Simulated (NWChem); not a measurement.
System: MgHCl; SMILES [MgH][Cl]

Input file for NWChem:

```
start job
memory heap 200 mb stack 900 mb global 1100 mb
geometry units angstroms noautosym nocenter noautoz
  Mg    -0.001929     1.135785     0.000000
  H     -0.007709     2.829044     0.000000
  Cl     0.001422    -1.075646     0.000000
end
basis spherical
  * library cc-pvtz
end
dft
  xc xpbe96 cpbe96
  iterations 150
end
tddft
  cis
  ecut -98.0
  nroots 6
  notriplet
end
task tddft energy
```

Output (shortened):

```
             Northwest Computational Chemistry Package (NWChem) 7.3.0
             --------------------------------------------------------

                             Geometry "geometry" -> ""
                             -------------------------

 Output coordinates in angstroms (scale by  1.889725989 to convert to a.u.)

  No.       Tag          Charge          X              Y              Z
 ---- ---------------- ---------- -------------- -------------- --------------
    1 Mg                  12.0000    -0.00192900     1.13578500     0.00000000
    2 H                    1.0000    -0.00770900     2.82904400     0.00000000
    3 Cl                  17.0000     0.00142200    -1.07564600     0.00000000

 Effective nuclear repulsion energy (a.u.)      54.8695769742

  pbe96 is a nonlocal functional; adding pw91lda local functional.

                                 NWChem DFT Module
                                 -----------------

 Summary of "ao basis" -> "ao basis" (spherical)
 ------------------------------------------------------------------------------
       Tag                 Description            Shells   Functions and Types
 ---------------- ------------------------------  ------  ---------------------
 Mg                         cc-pvtz                 12       34   5s4p2d1f
 H                          cc-pvtz                  6       14   3s2p1d
 Cl                         cc-pvtz                 12       34   5s4p2d1f

            General Information
            -------------------
          SCF calculation type: DFT
          Wavefunction type:  closed shell.
          No. of atoms     :     3
          No. of electrons :    30
           Alpha electrons :    15
            Beta electrons :    15
          Charge           :     0
          Spin multiplicity:     1
          Use of symmetry is: off; symmetry adaption is: off
          Maximum number of iterations: 150
          AO basis - number of functions:    82
                     number of shells:    30
          Convergence on energy requested:  1.00D-06
          Convergence on density requested:  1.00D-05
          Convergence on gradient requested:  5.00D-04

              XC Information
              --------------
          PerdewBurkeErnzerhof Exchange Functional  1.000
            Perdew 1991 LDA Correlation Functional  1.000 local
           PerdewBurkeErnz. Correlation Functional  1.000 non-local

[...]

                                NWChem TDDFT Module
                                -------------------

            General Information
            -------------------
           No. of orbitals :     164
            Alpha orbitals :      82
             Beta orbitals :      82
        Alpha frozen cores :       0
         Beta frozen cores :       0
     Alpha frozen virtuals :       0
      Beta frozen virtuals :       0
         Spin multiplicity :       1
    Number of AO functions :      82
        Use of symmetry is : off
      Symmetry adaption is : off
         Schwarz screening :  0.10D-07

              XC Information
              --------------
   PerdewBurkeErnzerhof Exchange Functional   1.00
     Perdew 1991 LDA Correlation Functional   1.00 local
    PerdewBurkeErnz. Correlation Functional   1.00 non-local

             TDDFT Information
             -----------------
          Calculation type : Tamm-Dancoff TDDFT
         Wavefunction type : Restricted singlets
          No. of electrons :      30
           Alpha electrons :      15
            Beta electrons :      15
              No. of roots :       6
          Max subspacesize :    5200
            Max iterations :     100
               Target root :       1
           Target symmetry : none
             Energy Cutoff :-0.98D+02
      Symmetry restriction : off
                 Algorithm : Optimal
        Davidson threshold :  0.10D-03

    6 smallest eigenvalue differences (eV)
--------------------------------------------------------
  No. Spin  Occ  Vir  Irrep   E(Occ)    E(Vir)   E(Diff)
--------------------------------------------------------
    1    1    1   16 a      -100.657    -0.063  2737.303
    2    1    1   17 a      -100.657    -0.042  2737.868
    3    1    1   18 a      -100.657    -0.042  2737.868
    4    1    1   19 a      -100.657     0.033  2739.895
    5    1    1   20 a      -100.657     0.062  2740.697
    6    1    1   21 a      -100.657     0.080  2741.176
--------------------------------------------------------

  Entering Davidson iterations
  Restricted singlet excited states

  Iter   NTrls   NConv    DeltaV     DeltaE      Time
  ----  ------  ------  ---------  ---------  ---------
    1      6       0     0.22E-01   0.10+100        7.3
    2     12       1     0.14E-02   0.17E-03        7.5
    3     17       6     0.21E-04   0.38E-06        7.4
  ----  ------  ------  ---------  ---------  ---------
  Convergence criterion met

  Ground state a        -660.644034278991 a.u.

  ----------------------------------------------------------------------------
  Root   1 singlet a            100.596370518 a.u.             2737.3677 eV
  ----------------------------------------------------------------------------
     Transition Moments    X -0.00001   Y -0.00336   Z  0.00000
     Dipole Oscillator Strength                    0.0007550292
     Electric Quadrupole                           0.0003533982
     Magnetic Dipole                               0.0000000131
     Total Oscillator Strength                     0.0011084405

[...]
```

Level: PBE/cc-pVTZ, restricted-window TDA. Structure relaxed at the B3LYP/6-31G* (spherical d) level. The quadrupole and magnetic terms of the printed total strengths depend on the origin.
